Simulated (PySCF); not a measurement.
Magnetisability: `C1=C(B)/C=C\C=C/BC\1`, C7H10B2

Geometry:
```csv
atom,x (Å),y (Å),z (Å)
B1,2.684,0.510,0.468
C2,1.272,0.205,-0.072
C3,0.804,-1.095,-0.008
C4,-0.345,-1.638,-0.718
B5,-1.043,-1.351,0.701
C6,-1.899,-0.113,0.803
C7,-1.839,1.049,0.086
C8,-0.773,1.586,-0.674
C9,0.557,1.269,-0.696
H10,3.271,1.454,0.104
H11,3.174,-0.211,1.248
H12,1.421,-1.810,0.522
H13,-0.245,-2.681,-0.994
H14,-0.699,-1.025,-1.538
H15,-1.043,-2.182,1.528
H16,-2.773,-0.189,1.446
H17,-2.693,1.718,0.150
H18,-1.032,2.501,-1.198
H19,1.195,2.011,-1.165
```

Computed with PySCF 2.14.0, GIAO BHandHLYP/pcSseg-1 magnetisability, rotational g tensor and spin-rotation constants, non-relativistic, gas phase. Geometry: GFN2-xTB.

Task: How diamagnetic is it, and how anisotropic?

Result: Isotropic -1385 × 10⁻³⁰ J/T², or -83.4 × 10⁻⁶ cm³/mol; principal values -2242, -1026, -888 × 10⁻³⁰ J/T², anisotropy 1290 × 10⁻³⁰ J/T² (root of half the summed squared differences of the principal values). The susceptibility is in cgs units.

Task: Split it along the inertial axes a, b, c into diamagnetic and paramagnetic parts about the centre of mass, with the quadrupole moment.

Result: 
```tsv
axis	χ (10⁻⁶ cm³/mol)	diamagnetic (10⁻⁶ cm³/mol)	paramagnetic (10⁻⁶ cm³/mol)	summed x² of all electrons (Å²)	quadrupole Θ (D Å)
a	-62.9	-629.8	566.9	156.9	-1.29
b	-54.6	-826.1	771.5	110.6	+4.46
c	-132.8	-1134.6	1001.8	37.9	-3.17
```
Anisotropies 2χaa − χbb − χcc = +61.6 and 2χbb − χaa − χcc = +86.5 × 10⁻⁶ cm³/mol. Θ is traceless in Buckingham's convention.

Task: And the rotational g tensor?

Result: 
```
axis  rotational constant (GHz)        g  nuclear part  electronic part
   a                     2.4138  -0.0402        0.6027          -0.6429
   b                     1.6948  -0.0376        0.5768          -0.6143
   c                     1.1876  +0.0198        0.5788          -0.5590
```
Asymmetric top; isotopes 11B, 12C, 1H; no vibrational averaging.
